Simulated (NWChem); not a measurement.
# GeICl, singlet; SMILES [Cl][Ge][I]

```xyz
3

Ge     0.7828    -1.0505     0.0000
Cl    -1.0706    -2.2204     0.0000
I     -0.1251     1.3468     0.0000
```
Atoms are numbered in this order, from 1.

Level: PBE0/def2-SVP with def2 effective core potentials on I (NWChem), optimised geometry, unscaled harmonic frequencies. Low-valent species are run as closed-shell singlets; no triplet was tried in these runs. def2 effective core potentials on I; no spin-orbit coupling.

List the harmonic frequencies with IR intensities, and the thermochemistry.


```json
[
 {"frequency (cm⁻¹)": "115", "IR intensity (km/mol)": "0.5"},
 {"frequency (cm⁻¹)": "238", "IR intensity (km/mol)": "42.6"},
 {"frequency (cm⁻¹)": "402", "IR intensity (km/mol)": "80.6"}
]
```

```json
{
  "zero_point_energy": "1.1 kcal/mol",
  "thermal correction to the enthalpy at 298.15 K (with zero-point energy)": "4.4 kcal/mol",
  "heat capacity Cv": "11.1 cal/(mol K)",
  "entropy at 298.15 K and 1 atm (symmetry number 1)": "76.7 cal/(mol K)"
}
```

Rigid rotor and harmonic oscillator.
